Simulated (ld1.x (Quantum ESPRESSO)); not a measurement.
What one change does to a pseudopotential (niobium, ultrasoft)

- Element: Nb (Z = 41)
- Generator: ld1.x (Quantum ESPRESSO) 7.5
- Type: ultrasoft
- Functional: PW91
- Relativity: fully relativistic
- Frozen core: [Kr]
- Valence charge: 5
- Reference configuration: 4d3 5s0 5p0 (charge +2)
- Partial waves: 5s (bound, empty): rcut 2.45, rcutus 2.80 bohr; 5s channel at -0.5 Ry: rcut 2.45, rcutus 2.80 bohr; 5p (bound, empty): rcut 2.40, rcutus 2.85 bohr; 5p channel at 0.05 Ry: rcut 2.40, rcutus 2.85 bohr; 4d (bound): rcut 1.80, rcutus 2.20 bohr; 4d channel at 0.05 Ry: rcut 1.80, rcutus 2.20 bohr
- Local potential: all-electron potential smoothed inside 2.40 bohr (lloc = -1)
- Core correction: Bessel-smoothed model core inside 1.90 bohr
- Augmentation charge: built from norm-conserving waves at rcut, not smoothed further

Open shells are filled in proportion to 2j + 1 (rel_dist='average').

Change: local potential all-electron potential smoothed inside 3.08 bohr (lloc = -1).

Cutoffs: the cutoffs (Ry, on a coarse ladder) from which the occupation-weighted sum of valence levels, in a spherical-Bessel basis at the reference potential, stays within 10 and 1 mRy of its value at 400 Ry; they do not see the model core or the augmentation charge, which bear on the density cutoff. Errors are all-electron minus pseudo energies relative to the spin-unpolarised reference configuration.

Q: How do hardness, ghosts and transferability respond?

A: The potential gets harder (18 Ry and 25 Ry → 18 Ry and 30 Ry); the bound ghost in p disappears; of the 7 tests that both files solve, the error grows in 2 and shrinks in 0 by more than 15 % and 0.3 meV (median size 59.0 → 59.1 meV). A state that the projectors do not describe sees the local part alone, so a deeper or shallower local part can create or remove a ghost.

| quantity | base | changed |
| --- | --- | --- |
| cutoff, loose | 18 Ry | 18 Ry |
| cutoff, tight | 25 Ry | 30 Ry |
| bound ghosts | p3/2 | none |
| error for 4d4 5s1 5p0, meV [ΔE -20.78 eV] | -59 | -59 |
| error for 4d4 5s0 5p0, meV [ΔE -14.09 eV] | -85 | -85 |
| error for 4d2 5s0 5p0, meV [ΔE 24.78 eV] | -195 | -195 |
| error for 4d1 5s0 5p0, meV [ΔE 61.76 eV] | -995 | -997 |
| error for 4d3 5s1 5p1, meV [ΔE -17.98 eV] | -9.3 | -16 |
| error for 4d4 5s0 5p1, meV [ΔE -17.80 eV] | -46 | -57 |
| error for 4d3 5s1 5p0, meV [ΔE -13.71 eV] | -12 | -13 |
| lowest overlap eigenvalue by channel | s 0.29, p1/2 0.57, p3/2 0.66, d3/2 0.74, d5/2 0.76 | s 0.31, p1/2 0.58, p3/2 0.66, d3/2 0.76, d5/2 0.78 |

 A true bound ghost makes a file unfit for plane-wave use even where its test errors are small: the radial tests pick states by their node count and pass the ghost by.
